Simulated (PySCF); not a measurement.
Bonds (- single, = double, # triple, : aromatic): Cl1-B2 1.747 Å, B2-Cl3 1.748 Å, B2-Ge4 2.068 Å. Ge4 carries H5, H6, H7.

Geometry: PBE0-D3(BJ)/def2-SVP; GIAO absolute shieldings from PySCF 2.14, gas phase, non-relativistic, averaged over equivalent atoms.

At PBE0/pcSseg-1 (121 basis functions, 8.6 s wall time on 1 thread of an Arm Neoverse V1, shared host):
| atoms | σ (ppm) |
| --- | --- |
| Cl1/Cl3 | 542.5 |
| B2 | 21.5 |
| Ge4 | 1645.1 |
| H5/H6/H7 | 27.49 |

Predict the values at PBE/pcSseg-2 on the same geometry.

Results:


| atoms | σ at PBE/pcSseg-2 | change |
| --- | --- | --- |
| Cl1/Cl3 | 501.3 | -41.2 |
| B2 | 10.7 | -10.8 |
| Ge4 | 1604.1 | -41.0 |
| H5/H6/H7 | 27.36 | -0.13 |

The largest change is at Cl1/Cl3 (chlorine bonded to B). Cost: 227 basis functions, 26 s wall time on 1 thread of an Arm Neoverse V1, shared host.

Relativistic effects, spin–orbit coupling among them, are left out; they matter for Ge and for the light atoms bonded to it.
